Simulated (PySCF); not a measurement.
**Basis and Hamiltonian dependence of the excitation energy of Te²⁺**

Te²⁺ [Kr] 4d10 5s2 5p2 (3P) → Te²⁺ [Kr] 4d10 5s1 5p3 (5S). Calculated with PySCF 2.14 from differences of total energies of unrestricted determinants, without spin-orbit coupling. Values in eV.

| basis | Hamiltonian | functions | UHF | LDA | PBE0 | MP2 (valence) | CCSD(T) (valence) |
| --- | --- | --- | --- | --- | --- | --- | --- |
| aug-cc-pVDZ-PP with ECP28MDF | ECP | 32 | 5.397 | 8.306 | 7.488 | 6.074 | 6.357 |
| aug-cc-pwCVDZ-PP with ECP28MDF | ECP | 48 | 5.392 | 8.323 | 7.497 | 6.143 | 6.422 |
| x2c-TZVPPall | spin-free X2C | 60 | 5.398 | 8.182 | 7.404 | 6.203 | n/a |
| aug-cc-pVTZ-PP with one added diffuse shell each of d, f type with ECP28MDF | ECP | 67 | 5.365 | 8.301 | 7.482 | 6.218 | 6.472 |
| cc-pVQZ-PP with ECP28MDF | ECP | 67 | 5.358 | n/a | n/a | 6.292 | 6.521 |
| aug-cc-pVQZ-PP with ECP28MDF | ECP | 92 | 5.358 | 8.309 | 7.482 | 6.297 | 6.524 |
| aug-cc-pwCVTZ-PP with ECP28MDF | ECP | 96 | 5.370 | 8.322 | 7.500 | 6.272 | 6.513 |
| aug-cc-pVQZ-DK3 | spin-free X2C | 102 | 5.371 | 8.166 | 7.400 | 6.294 | 6.519 |
| x2c-QZVPPall | spin-free X2C | 112 | 5.365 | 8.173 | 7.399 | 6.288 | 6.513 |
| aug-cc-pVQZ-PP with one added diffuse shell each of s, p, d, f, g type with ECP28MDF | ECP | 117 | 5.358 | 8.309 | 7.482 | 6.298 | n/a |
| aug-cc-pwCVTZ-DK3 with one added diffuse shell each of s, p, d, f type | spin-free X2C | 125 | 5.373 | 8.183 | 7.412 | 6.268 | n/a |
| dyall-av2z | non-relativistic | 130 | 4.117 | 6.781 | 6.055 | 4.880 | 5.197 |

Frozen in the all-electron rows: valence: [Kr] 4d10; with a core potential, the same shells as far as they lie outside it.

Non-relativistic rows lack the scalar-relativistic shift.
